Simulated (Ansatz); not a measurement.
Reactions of `CO[Si](F)(F)F`.

Gas-phase electronic energies from Ansatz, PBE0-D4/def2-TZVP geometries. CCSD(T)/CBS adds triple-zeta CCSD(T) − MP2 to the extrapolated MP2 energy (def2 sets, frozen cores). This one scheme is used for every species. DFT in def2-TZVPP. Open shells (•) are unrestricted, without spin–orbit coupling. For Se outer-core shells are correlated without core-valence functions, which leaves a few kJ/mol of doubt a bond. Scalar relativity is left out up to krypton. One conformer a species, not always the lowest.

```
                                                 reaction  HF/CBS(def2) (kcal/mol)  PBE-D4 (kcal/mol)  CCSD(T)/CBS(def2) (kcal/mol)
                         `CO[Si](F)(F)F` → F₂ + `CO[Si]F`                    254.0              217.9                         237.9
           `CO[Si](F)(F)F` + H₂O → `O[Si](F)(F)F` + CH₃OH                      0.1                0.2                           1.0
                   `CO[Si](F)(F)F` → `F[SiH](F)F` + `C=O`                     49.9               49.7                          52.6
            `CO[Si](F)(F)F` + H₂O → `CO[Si](O)(F)F` + H–F                     10.3                8.0                           8.6
                 `CO[Si](F)(F)F` → `C[O]`• + `F[Si](F)F`•                    101.6              120.2                         133.2
        `CO[Si](F)(F)F` + CH₃NH₂ → `CN[Si](F)(F)OC` + H–F                     22.9               16.3                          17.5
      `CO[Si](F)(F)F` + H₂Se → `F[Si](F)(F)[SeH]` + CH₃OH                     20.5               10.9                          14.7
`CO[Si](F)(F)F` + `N=C(O)O` → `COC(=N)O` + `O[Si](F)(F)F`                     -1.9               -3.3                          -3.8
```

Largest T1 diagnostic: 0.019, for `C[O]`•.
